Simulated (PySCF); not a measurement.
HNP, SMILES [NH+]#P, charge +1. Geometry optimised at ωB97X-D3(BJ)/def2-TZVPD. The isomer is the one that the SMILES or the coordinates give; other isomers of the formula were not compared.

TDA-ωB97X/def2-TZVPD (PySCF) puts the lowest singlet excitations at 5.66, 5.99, 5.99, 8.60, 8.60, 10.32 eV and the lowest triplet (TDA) at 4.51 eV.

Question: What are the lowest singlet roots from PySCF with EOM-CCSD/aug-cc-pVDZ? (The exact figures need the calculation; the answer reports its results.)

Answer: 6.21, 6.37, 6.37, 8.63, 8.63, 9.72 eV; triplets 4.57, 5.47, 5.47 eV. S1 differs by 0.55 eV (second minus first; roots are paired by order, and the bases may differ).
